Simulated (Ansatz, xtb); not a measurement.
Relative energy of two isomers of C3H5BN2O2

Structure I is `OB(O)c1cc[nH]n1`, a singlet and structure II is `OB(O)c1c[nH]cn1`, a singlet. Both are isolated molecules in the gas phase, relaxed with r2SCAN-D4/def2-SVP; the shapes shown needn't be the lowest conformers.

I (Å):

```csv
atom,x (Å),y (Å),z (Å)
C,-0.4727,-1.5558,-0.8416
C,-0.2641,-2.9602,-0.9134
C,0.7477,-3.2228,-0.0072
B,-1.4562,-0.5982,-1.5880
N,1.0819,-2.0206,0.5392
N,0.3661,-1.0048,0.0570
O,-2.3267,-1.0978,-2.5083
O,-1.4363,0.7381,-1.3116
H,-2.8713,-0.3958,-2.8887
H,-0.7609,0.9146,-0.6383
H,-0.7883,-3.6738,-1.5458
H,1.2482,-4.1433,0.2898
H,1.7905,-1.8433,1.2429
```

II (Å):

```xyz
13

C    -0.4441    0.3394   -0.6674
C    -1.6601    0.3533   -1.3375
C    -0.3642    1.9894   -2.0523
B    -0.0106   -0.6643    0.4359
N    -1.5959    1.4046   -2.2130
N     0.3462    1.3784   -1.1389
O    -0.9267   -1.6308    0.7818
O     1.2279   -0.5473    0.9987
H    -0.6300   -2.2398    1.4675
H     1.4273   -1.2038    1.6757
H    -2.5369   -0.2868   -1.2580
H    -2.3233    1.6941   -2.8574
H    -0.0576    2.8581   -2.6381
```

Problem. Estimate which is lower in electronic energy at CCSD(T)/def2-SVP + ΔMP2/def2-TZVPP, and by roughly how much.

Solution. The CCSD(T)/def2-SVP + ΔMP2/def2-TZVPP calculation puts structure II lower, by 20.4 kJ/mol.

The same difference at several levels:

| level | geometry | E(II) − E(I) (kJ/mol) | departure from the last row (kJ/mol) | job, with rough time for the two |
| --- | --- | --- | --- | --- |
| GFN2-xTB | GFN2-xTB | −29.4 | −9.1 | optimisation, 1.5 s |
| HF/STO-3G | GFN2-xTB | −2.9 | +17.5 | single point, 0.39 s |
| r2SCAN-D4/def2-SVP//GFN2-xTB | GFN2-xTB | −13.9 | +6.5 | single point, 3.4 s |
| r2SCAN-D4/def2-SVP | r2SCAN-D4/def2-SVP | −13.1 | +7.3 | optimisation, 28 s |
| HF/def2-SVP | r2SCAN-D4/def2-SVP | −33.1 | −12.8 | part of the CCSD(T) run |
| MP2/def2-SVP | r2SCAN-D4/def2-SVP | −12.7 | +7.7 | part of the CCSD(T) run |
| CCSD(T)/def2-SVP | r2SCAN-D4/def2-SVP | −16.9 | +3.5 | single point |
| CCSD(T)/def2-SVP + ΔMP2/def2-TZVPP | r2SCAN-D4/def2-SVP | −20.4 |  | single point, 75 s |

As drawn, II has 2 C∷N in place of 1 C∷C, 1 N∷N (∷ is an aromatic bond).

None of the levels shown reverses the order. The largest departure from CCSD(T)/def2-SVP + ΔMP2/def2-TZVPP is that of HF/STO-3G, 17.5 kJ/mol. The last row adds to CCSD(T) the change of the MP2 difference between the two basis sets, here −3.5 kJ/mol.

With thermal terms from frequencies at re-optimised GFN2-xTB minima (ideal gas, soft modes damped towards free rotors, one conformer each, 298.15 K, 1 atm): on the last row, ΔE + ΔZPE = −22.2, ΔH = −21.9, ΔG = −22.2 kJ/mol.

The correlated steps freeze 8 core orbitals. Programs: Ansatz 0.2.0, xtb 6.7.1; the last row on 4 threads of Arm Neoverse V2 on a shared host.
